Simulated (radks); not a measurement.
Species: Au32+. Configuration: [Kr] 4d10 4f1 (the NIST ground configuration). Calculated with a radial shooting solver on a logarithmic mesh with Libxc functionals: scalar-relativistic Kohn-Sham, PBE, spin-unpolarised, spherical densities, point nucleus. Some entries of the table are withheld. Estimate them.

orbital,occ.,eigenvalue (hartree),<r> (bohr),<1/r> (bohr^-1)
1s,2,-3012.967,0.01686,95.83
2s,2,-568.1189,0.07113,22.46
2p,6,-497.0209,(1),19.97
3s,2,-167.9427,0.1831,8.360
3p,6,-147.2945,0.1842,7.629
3d,10,-125.4099,0.1667,7.172
4s,2,(2),0.3846,3.820
4p,6,-59.97724,0.4014,3.514
4d,10,-51.54068,0.4064,(3)
4f,1,-42.78254,0.3861,3.005
5s,0,-35.40386,0.6979,2.056
5p,0,-32.38482,0.7335,1.917

Answer. 
(1) 2p <r> (bohr): 0.06427
(2) 4s eigenvalue (hartree): -67.25836
(3) 4d <1/r> (bohr^-1): 3.256
